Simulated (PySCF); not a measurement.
**Computed properties of CH7ClFNSi2, SMILES Cl[Si@@](C)(N[SiH3])F**

CH7ClFNSi2, SMILES C[Si@](F)(Cl)N[SiH3]. Geometry: PBE0-D3(BJ)/def2-SVP. The structure was generated by enumeration; whether it is a known compound was not checked. One conformer was computed; it need not be the lowest. All values are computed for the isolated molecule unless a solvent is named; none is compared with measurement here.

**Structure.** All 33 harmonic modes at PBE0-D3(BJ)/def2-SVP (PySCF) are real, so it is a minimum. With heavy atoms numbered as in [CH3:1][Si@:2]([F:3])([Cl:4])[NH:5][SiH3:6], the shortest bond between them is Si2–F3 at 1.624 Å and the longest Si2–Cl4 at 2.064 Å.

**Vibrations.** The strongest infrared lines (harmonic, unscaled, degenerate partners summed) lie at 948 cm⁻¹ (326 km/mol, H 71 %, Si 17 %, N 11 %), 1206 cm⁻¹ (289 km/mol, H 60 %, N 35 %), 963 cm⁻¹ (220 km/mol, H 77 %, Si 11 %, N 10 %). The softest mode is at 28 cm⁻¹ and the zero-point energy is 52.7 kcal/mol.

**Electronic structure.** ωB97X/def2-TZVP (PySCF) places the frontier levels at -10.52 and 2.02 eV, a gap of 12.54 eV, and gives a dipole moment of 2.00 D and a mean polarisability of 77.4 bohr³. PBE/def2-TZVP (PySCF) at the same geometry gives -6.69 and -0.81 eV, so its gap is 6.66 eV narrower. An orbital gap is neither the optical nor the fundamental gap.

**Excitations.** TDA-ωB97X/def2-SVPD (PySCF) has S1 at 7.16 eV (173 nm, f = 0.006, weak); the most intense of the 10 singlets computed lies at 9.06 eV (f = 0.10). T1 (TDA) is at 6.84 eV, 0.32 eV under S1. TDA-PBE/def2-SVPD (PySCF) puts S1 at 5.95 eV. No vertical singlet excitation falls in the visible range (under 3.1 eV).

**NMR.** GIAO shifts at PBE0/pcSseg-1 (PySCF) (non-relativistic, atoms alike by connectivity averaged): ¹³C at 0.8 ppm against TMS; ¹H from 0.8 to 4.9 ppm against TMS; ²⁹Si from -54.8 to 2.9 ppm against TMS; ¹⁹F at -117.1 ppm against CFCl3. Without spin–orbit terms, shifts of atoms bonded to Cl or Br come out too high.
